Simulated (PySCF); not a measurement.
**UHF on Xe+ (xenon, charge +1)**

Configuration: [Kr] 4d10 5s2 5p5, 2P determinant. Calculation: PySCF 2.14, in x2c-SVPall (6s5p3d, 36 functions); scalar relativity by spin-free X2C-1e.

| Quantity | Value |
| --- | --- |
| Total energy | -7442.239044 hartree |
| One-electron energy | -10174.1704 hartree |
| Hartree (Coulomb) energy | 2917.5411 hartree |
| Exchange energy | -185.6097 hartree |
| ⟨S²⟩ | 0.7551 |
| ⟨L²⟩ | 2.016 |
| Sum of ⟨r⟩ | 35.68 bohr |
| Sum of ⟨r²⟩ | 51.69 bohr² |
| Traceless quadrupole moment −½Σ⟨3z² − r²⟩ along its main axis | 2.32 e·bohr² |
| Langevin diamagnetic susceptibility | -40.9 ×10⁻⁶ cm³/mol |
| Time after the integrals | 0.09 s of wall time on 1 thread of Intel(R) Xeon(R) 6975P-C (shared host) |

```
shell  electrons  mean orbital energy (hartree)  spread (hartree)  rms radius, mean of both spins (bohr)
 1s α          1                    -1276.42365                 0                                 0.0305
 1s β          1                    -1276.42070                 0                                 0.0305
 2s α          1                     -202.70108                 0                                  0.124
 2s β          1                     -202.69951                 0                                  0.124
 2p α          3                     -181.86774           0.00450                                  0.111
 2p β          3                     -181.86469           0.00199                                  0.111
 3s α          1                      -43.38361                 0                                  0.326
 3s β          1                      -43.38006                 0                                  0.326
 3p α          3                      -36.46890           0.01180                                  0.326
 3p β          3                      -36.46396           0.00106                                  0.326
 3d α          5                      -26.14081           0.01024                                  0.304
 3d β          5                      -26.13851           0.00659                                  0.304
 4s α          1                       -8.82035                 0                                  0.762
 4s β          1                       -8.81044                 0                                  0.762
 4p α          3                       -6.52739           0.02923                                  0.815
 4p β          3                       -6.51619           0.00419                                  0.815
 4d α          5                       -3.05322           0.03185                                  0.948
 4d β          5                       -3.04500           0.01917                                  0.948
 5s α          1                       -1.39108                 0                                   1.97
 5s β          1                       -1.29156                 0                                   1.97
 5p α          3                       -0.81147           0.06176                                   2.36
 5p β          2                       -0.76830                 0                                   2.36
```

Densities and radii are taken from the X2C orbitals without a picture-change correction, which distorts them close to the nucleus.
